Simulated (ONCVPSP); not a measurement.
Au, ONCV: configuration errors across variants

ONCVPSP 4.0.1 input, shortened (lines: element, Z, core and valence counts, functional; n l f; lmax; l rc ep ncon nbas qcut; lloc lpopt rc5 dvloc0; l nproj debl; icmod fcfact rcfact), Wu-Cohen, scalar-relativistic:

```
  Au 79.00   10    3  -118130      upf
    1    0    2.00
    2    0    2.00
    2    1    6.00
    3    0    2.00
    3    1    6.00
    3    2   10.00
    4    0    2.00
    4    1    6.00
    4    2   10.00
    4    3   14.00
    5    0    2.00
    5    1    6.00
    5    2    9.00
    2
    0    1.50    0.00    3    7    8.10
    1    1.55    0.00    4    9    8.90
    2    1.50    0.00    4    8    7.00
    4    2    1.10    0.00
    0    2    3.10
    1    2    2.00
    2    1    3.70
    0    0.00    0.00
```

In the s channel the program set the typed energies aside and used -4.781, 0.050 Ha. In the p channel the program set the typed energies aside and used -2.989, 0.250 Ha.

All-electron excitation energies from the reference (eV): (1) 5s2 5p6 5d10 6s1 -30.690; (2) 5s2 5p6 5d10 -21.244; (3) 5s2 5p6 5d8 33.916; (4) 5s2 5p6 5d9 6s2 -29.031.

Errors AE − PS in meV (a dash: test not solved or not reliable):

```csv
change,(1),(2),(3),(4),bound ghosts,GHOST(+) flags above zero
base,+9.0,+4.7,-5.6,+7.2,none,s
"all radii scaled by about 0.79 (s 1.18, p 1.22, d 1.18 bohr); local potential polynomial inside 0.86 bohr (lpopt 2, dvloc0 0 Ha)",+8.3,+4.3,-4.2,+8.9,none,s
"all radii scaled by about 0.88 (s 1.32, p 1.36, d 1.32 bohr); local potential polynomial inside 0.96 bohr (lpopt 2, dvloc0 0 Ha)",+8.9,+4.7,-5.1,+8.7,none,s
"all radii scaled by about 0.95 (s 1.42, p 1.48, d 1.42 bohr); local potential polynomial inside 1.04 bohr (lpopt 2, dvloc0 0 Ha)",+8.9,+4.7,-5.4,+7.7,none,s
"all radii scaled by about 1.23 (s 1.84, p 1.90, d 1.84 bohr); local potential polynomial inside 1.34 bohr (lpopt 2, dvloc0 0 Ha)",+18,+3.8,-6.2,+26,none,none
"all radii scaled by about 1.28 (s 1.92, p 2.00, d 1.92 bohr); local potential polynomial inside 1.42 bohr (lpopt 2, dvloc0 0 Ha)",+16,+3.2,-6.4,+24,none,none
```

(1) Give the same row for: all radii scaled by about 1.12 (s 1.68, p 1.74, d 1.68 bohr); local potential polynomial inside 1.24 bohr (lpopt 2, dvloc0 0 Ha).

## Answers

(1) -0.4, +4.2, -6.0, -12; bound ghosts: none; GHOST(+) flags above zero: s.
